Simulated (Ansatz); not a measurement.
Isolated molecules relaxed with PBE0-D4/def2-TZVP in Ansatz; ΔE leaves out vibrations. CCSD(T)/CBS adds triple-zeta CCSD(T) − MP2 to the extrapolated MP2 energy (def2 sets, frozen cores). Functionals use def2-TZVPP. For Ge outer-core shells are correlated without core-valence functions, which leaves a few kJ/mol of doubt a bond. Scalar relativity is left out up to krypton. One conformer a species, not always the lowest.

`C[S][GeH]([F])[Cl]` + `[OH][Al]([OH])[OH]` → `C[O][Al]([OH])[OH]` + `[F][GeH]([SH])[Cl]`  (substitution at a C–S bond)

(1) Is it downhill or uphill in electronic energy at CCSD(T)/CBS, and by how much? (Best estimate.)

(2) What do these levels give: PBE-D4, BLYP-D4, PBE0-D4, r2SCANh-D4, BHLYP-D4, ωB97X-V, r2SCAN0, HF/def2-SVP, CCSD/def2-SVP, HF/def2-TZVPP, CCSD(T)/def2-TZVPP, HF/CBS(def2)? (Estimate.)

Largest T1 diagnostic among the species: 0.012.

## Answers

(1) Computed: Uphill: ΔE = +51.7 kJ/mol.

(2) The calculation gave: PBE-D4 49.1, BLYP-D4 45.0, PBE0-D4 48.3, r2SCANh-D4 47.6, BHLYP-D4 41.9, ωB97X-V 43.3, r2SCAN0 46.9, HF/def2-SVP 14.3, CCSD/def2-SVP 23.5, HF/def2-TZVPP 32.1, CCSD(T)/def2-TZVPP 46.2, HF/CBS(def2) 31.5 kJ/mol.

Leaving LDA and LC-ωPBE aside and taking each functional with its dispersion term where it has one, the values, not all of them listed here, spread over 11.2 kJ/mol, from CAM-B3LYP-D4 to revPBE-D4. The D4 term adds +4.3 kJ/mol with B3LYP and +2.2 kJ/mol with PBE0; it sums over pairs of atoms, weighted by their polarisabilities, and B3LYP, whose exchange is more repulsive, gets the larger term. At CCSD(T), def2-SVP lies −26.9 kJ/mol from the extrapolated value and def2-TZVPP −5.5 kJ/mol.

B3LYP here is the variant with VWN-RPA as its local correlation; programs differ in this.
